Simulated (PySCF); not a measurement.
sulfur atom (S), triplet; MP2/cc-pVTZ (PySCF).

The PySCF input:
```python
from pyscf import gto, scf, mp

mol = gto.M(
    atom='''
S     0.000000    0.000000    0.000000
''',
    basis='cc-pvtz',
    charge=0,
    spin=2,
    verbose=4,
)

mf = scf.UHF(mol)
mf.kernel()

pt = mp.MP2(mf)
pt.kernel()
print('E(MP2) = %.10f' % pt.e_tot)
```

Task: Predict the main parts of the log of this PySCF run.

Result: 
```
PySCF version 2.14.0

[INPUT] verbose = 4
[INPUT] num. atoms = 1
[INPUT] num. electrons = 16
[INPUT] charge = 0
[INPUT] spin (= nelec alpha-beta = 2S) = 2
[INPUT] symmetry False subgroup None
[INPUT] Mole.unit = angstrom
[INPUT] Symbol           X                Y                Z      unit          X                Y                Z       unit  Magmom
[INPUT]  1 S      0.000000000000   0.000000000000   0.000000000000 AA    0.000000000000   0.000000000000   0.000000000000 Bohr   0.0

nuclear repulsion = 0
number of shells = 9
number of NR pGTOs = 59
number of NR cGTOs = 34
basis = cc-pvtz
ecp = {}

******** <class 'pyscf.scf.uhf.UHF'> ********
method = UHF
initial guess = minao
damping factor = 0
level_shift factor = 0
DIIS = <class 'pyscf.scf.diis.CDIIS'>
diis_start_cycle = 1
diis_space = 8
diis_damp = 0
SCF conv_tol = 1e-09
SCF conv_tol_grad = None
SCF max_cycles = 50
direct_scf = True
direct_scf_tol = 1e-13
number electrons alpha = 9  beta = 7
Set gradient conv threshold to 3.16228e-05
init E= -397.183022934179

cycle= 1 E= -397.494765918681  delta_E= -0.312  |g|= 0.125  |ddm|= 0.608
cycle= 2 E= -397.507728980198  delta_E= -0.013  |g|= 0.0425  |ddm|= 0.157
cycle= 3 E= -397.509044509813  delta_E= -0.00132  |g|= 0.0143  |ddm|= 0.0448
cycle= 4 E= -397.509260616189  delta_E= -0.000216  |g|= 0.00275  |ddm|= 0.0215
cycle= 5 E= -397.509268695611  delta_E= -8.08e-06  |g|= 0.000449  |ddm|= 0.00455
cycle= 6 E= -397.50926891952  delta_E= -2.24e-07  |g|= 7.49e-05  |ddm|= 0.000886
cycle= 7 E= -397.509268927376  delta_E= -7.86e-09  |g|= 1.42e-05  |ddm|= 0.000174
cycle= 8 E= -397.509268927737  delta_E= -3.62e-10  |g|= 4.17e-06  |ddm|= 4.14e-05
Extra cycle  E= -397.509268927763  delta_E= -2.54e-11  |g|= 2.26e-06  |ddm|= 7.17e-06
converged SCF energy = -397.509268927763  <S^2> = 2.0115603  2S+1 = 3.007697

******** <class 'pyscf.mp.ump2.UMP2'> ********
nocc = (np.int64(9), np.int64(7)), nmo = (34, 34)
E(UMP2) = -397.658854818216  E_corr = -0.14958589045343
E(SCS-UMP2) = -397.656537829897  E_corr = -0.147268902134454
E_corr(same-spin) = -0.0371932689342247
E_corr(oppo-spin) = -0.112392621519205
E(MP2) = -397.6588548182
```
